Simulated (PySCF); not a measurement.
**KCl: one state, many levels of theory**

State: ¹Σ⁺ (singlet), closed shell. Set-up: basis K def2-SVPD, Cl def2-SVPD; no relativity; PySCF 2.14. De refers to K + Cl in their high-spin ground configurations, without counterpoise correction. A positive dipole means K(−)Cl(+).

| Level | Re (Å) | ωe (cm⁻¹) | De (eV) | μ (D) |
| --- | --- | --- | --- | --- |
| RHF | 2.773 | 265 | 3.37 | -11.30 |
| RHF-MP2 | 2.758 | 265 | 4.33 | n/a |
| RHF-SCS-MP2 | 2.763 | 264 | 4.25 | n/a |
| RHF-CCSD | 2.761 | 265 | 4.15 | n/a |
| RHF-CCSD(T) | 2.763 | 264 | 4.20 | n/a |
| PBE | 2.718 | 270 | 4.34 | -10.40 |
| BLYP | 2.741 | 263 | 4.17 | -10.48 |
| BP86 | 2.720 | 269 | 4.34 | -10.49 |
| r²SCAN | 2.726 | 273 | 4.50 | -10.74 |
| B3LYP | 2.727 | 270 | 4.25 | -10.64 |
| PBE0 | 2.710 | 276 | 4.34 | -10.61 |

The bond length runs from 2.710 Å (PBE0) to 2.773 Å (RHF). De spans 3.37 eV (RHF, mean field) to 4.50 eV (r²SCAN, meta-GGA). Correlation at CCSD(T) changes the Hartree–Fock bond energy by +0.83 eV; the triples alone change it by +0.05 eV.

Correlated steps freeze 10 core orbitals. Correlated levels converge slowly with the basis: in double zeta they bind strong bonds too weakly, by up to about 1 eV, and carry superposition errors of some tenths. Where the molecule has an RHF reference, its open-shell atoms are computed with UHF.
